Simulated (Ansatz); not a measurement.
C2H6SeZn (`[CH3][Zn][Se]C`), relaxed with RKS PBE0-D4/def2-TZVP in Ansatz from a GFN2-xTB geometry. The force threshold is 0.005 eV/Å; the program also tests the step.

Charge 0, multiplicity 1.

Start:

```xyz
10

C    -0.430    1.002   -2.186
Zn    0.271    1.092   -0.292
Se    0.927    0.696    1.983
C     0.309   -1.182    2.016
H    -0.713   -0.019   -2.421
H    -1.302    1.632   -2.311
H     0.318    1.318   -2.902
H     0.822   -1.751    1.245
H    -0.768   -1.215    1.872
H     0.564   -1.572    2.997
```

(1) How much energy does the relaxation release, and in how many steps? (Best estimate.)

(2) Which bonds change most? (An estimate is asked.)

(3) Give the relaxed structure. (Estimate.)

Results:

(1) The calculation gave: 3.05 kcal/mol, in 6 steps.

(2) The calculation gave: Zn2–Se3 from 2.400 to 2.297 Å; C1–Zn2 from 2.022 to 1.940 Å; C1–H7 from 1.083 to 1.092 Å; C1–H6 from 1.083 to 1.092 Å.

(3) The calculation gave: 
```xyz
10

C    -0.434    1.057   -2.235
Zn    0.152    0.869   -0.396
Se    0.854    0.661    1.782
C     0.334   -1.211    2.099
H    -0.767    0.094   -2.630
H    -1.266    1.761   -2.304
H     0.381    1.421   -2.863
H     0.860   -1.880    1.423
H    -0.742   -1.337    2.001
H     0.628   -1.434    3.123
```
